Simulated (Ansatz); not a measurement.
Ansatz (a quantum-chemistry and plane-wave program) input:

Ansatz 0.2 input:
```yaml
crystal:
  periodic: [false, false, false]
  atoms:
    - {symbol: Si, position_ang: [0.27880116, -0.06670619, 0.42026562]}
    - {symbol: C, position_ang: [1.74075222, -0.44224815, -0.64651987]}
    - {symbol: C, position_ang: [-1.09455303, -1.35026570, 0.10309828]}
    - {symbol: C, position_ang: [-0.35433237, 1.68813275, 0.04522937]}
    - {symbol: H, position_ang: [0.64172211, -0.13814114, 1.85313544]}
    - {symbol: H, position_ang: [2.06432922, -1.44759061, -0.85267968]}
    - {symbol: H, position_ang: [2.34743966, 0.32288413, -1.09860983]}
    - {symbol: H, position_ang: [-0.73976008, -2.35394837, 0.31438570]}
    - {symbol: H, position_ang: [-1.43111110, -1.33066203, -0.92919928]}
    - {symbol: H, position_ang: [-1.95834664, -1.16756486, 0.73502921]}
    - {symbol: H, position_ang: [-0.66328509, 1.79049117, -0.99104823]}
    - {symbol: H, position_ang: [-1.20639216, 1.94362638, 0.66813778]}
    - {symbol: H, position_ang: [0.41927716, 2.42653676, 0.23132227]}
basis:
  gaussian:
    orbitals: def2-TZVP
hamiltonian:
  xc: b3lyp
  dispersion: d3bj
magnetization: {spin_polarized: true, initial_magnetization: 1}
relax: {f_tol: 0.002, max_steps: 150}
```

Predict the final energy.

-409.29377 Eh (B3LYP-D3(BJ)/def2-TZVP). The basis has 184 functions.

It need not be the lowest isomer of its formula.
